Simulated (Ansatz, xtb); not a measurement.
# C4H6OSi: 3 structures ranked

3 gas-phase structures of C4H6OSi, from a drawn sample of its isomers (lower ones may exist). Each was relaxed with GFN2-xTB:

A. `OC1=CC=C[SiH2]1`, a singlet
B. `O[SiH]1C=CC=C1`, a singlet
C. `OC1=C[SiH2]C=C1`, a singlet

Problem. Estimate their order in r2SCAN-D4/def2-SVP energy at these geometries, lowest first.

Solution. Calculated order at r2SCAN-D4/def2-SVP: B (0.0), C (94.9), A (125.4) kJ/mol.

Energies above the lowest of each column, in kJ/mol; the last columns are at PBE0-D3(BJ)/def2-SVP geometries:

```tsv
structure	GFN2-xTB	HF/STO-3G	r2SCAN-D4/def2-SVP	PBE0-D3(BJ)/def2-SVP	CCSD(T)/def2-SVP + ΔMP2/def2-TZVPP
B	0.0	0.0	0.0	0.0	0.0
C	92.3	30.3	94.9	95.5	134.5
A	109.2	53.1	125.4	126.3	168.2
```

Every level run on B puts it lowest or level with the lowest. Flexible structures stand in one conformer each, not always the lowest. The ΔMP2 step shifts differences by up to 25.1 kJ/mol, which makes them less sure. ΔMP2 is the change of the MP2 energy from the smaller to the larger basis.

Programs: Ansatz 0.2.0, xtb 6.7.1.
